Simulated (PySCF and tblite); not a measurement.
Values are calculated unless marked as measured or tabulated.
System: C4H6BBrF2, numbered as in [CH3:1]/[C:2](=[CH:3]/[B:4]([F:5])[F:6])[CH2:7][Br:8].

For the rotation about the B4–C3 bond (torsion F5–B4–C3–C2 from -177° to -3°, rising): electronic barrier 5.61 kcal/mol, zero-point change -0.42 kcal/mol, thermal and entropy terms at 200 K a further 0.23 kcal/mol (symmetry numbers apart). The minimum is C1, the saddle C1. Level: PBE/pcSseg-1 + D3(BJ), IEF-PCM cyclohexane on GFN2-xTB stationary points, with GFN2-xTB thermal terms. Rate constants are transition-state-theory values, counting equivalent paths, without tunnelling. Programs: tblite and PySCF.

Problem. How many equivalent paths lead out of the minimum?

Solution. 2: the symmetry number of the minimum is 1, that of the saddle displaced along its mode 1, and since the end is the start again or its mirror image, the same path run backwards is a second way out.

Problem. Work out the rate at 200 K.

Solution. ΔG‡ = 5.42 kcal/mol; k_B T/h = 4.2×10¹² s⁻¹; exp(−ΔG‡/RT) = 1.2×10⁻⁶; times 2 gives k = 1×10⁷ s⁻¹. Wigner's tunnelling factor for the 58i cm⁻¹ mode would be 1.01.

Spin–orbit effects of heavy atoms on shieldings are missing.
